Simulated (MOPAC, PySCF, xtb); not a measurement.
Scan of CH₄Si, singlet: twist about the double or partial double bond, both ends planar. Scanned: twist about the central bond. Other coordinates (C-Si length, H-C-Si angle, H-Si-C angle, C-H length, Si-H length) were minimised at PBE0/def2-TZVP.

- AM1, restricted, heats of formation (MOPAC)
- GFN1-xTB (xtb)
- PM3, restricted, heats of formation (MOPAC)
- CCSD(T) on RHF/cc-pVTZ, 6 core orbitals frozen (PySCF)

Energies relative to the lowest point of each profile, in kcal/mol; the last columns give the difference from CCSD(T):

```
at / °   AM1  GFN1-xTB   PM3  CCSD(T)  AM1 − CCSD(T)  GFN1-xTB − CCSD(T)  PM3 − CCSD(T)
------  ----  --------  ----  -------  -------------  ------------------  -------------
0        0.0       0.0   0.0      0.0            0.0                 0.0            0.0
7.50     0.3       0.1   0.4      0.4           -0.1                -0.3            0.0
15       1.5       0.5   1.7      1.7           -0.2                -1.2            0.0
22.50    3.4       1.1   3.7      3.7           -0.4                -2.6            0.0
30       5.9       2.0   6.6      6.6           -0.7                -4.7            0.0
37.50    9.2       3.0  10.2     10.3           -1.1                -7.3            0.0
45      13.2       4.1  14.7     14.6           -1.5               -10.5            0.0
52.50   17.8       5.2  19.8     19.7           -1.9               -14.4            0.2
60      23.0       6.4  25.7     25.3           -2.3               -18.9            0.4
67.50   28.8       7.4  32.2     31.5           -2.7               -24.1            0.7
75         —       8.3     —     38.2              —               -29.8              —
82.50      —       9.1     —     45.3              —               -36.2              —
90         —      10.3     —     51.8              —               -41.5              —
```

AM1 is furthest from CCSD(T) at 67.50 (-2.7 kcal/mol, below); its mean absolute difference over the points is 1.1 kcal/mol.

GFN1-xTB is furthest from CCSD(T) at 90 (-41.5 kcal/mol, below); its mean absolute difference over the points is 14.7 kcal/mol.

PM3 is furthest from CCSD(T) at 67.50 (0.7 kcal/mol, above); its mean absolute difference over the points is 0.1 kcal/mol.

Dashes: no converged value, or the column stops at the first point that the program doubted or that broke a chosen test of continuity, which isn't proof of a fault.

Near 90° the triplet can lie below this singlet.
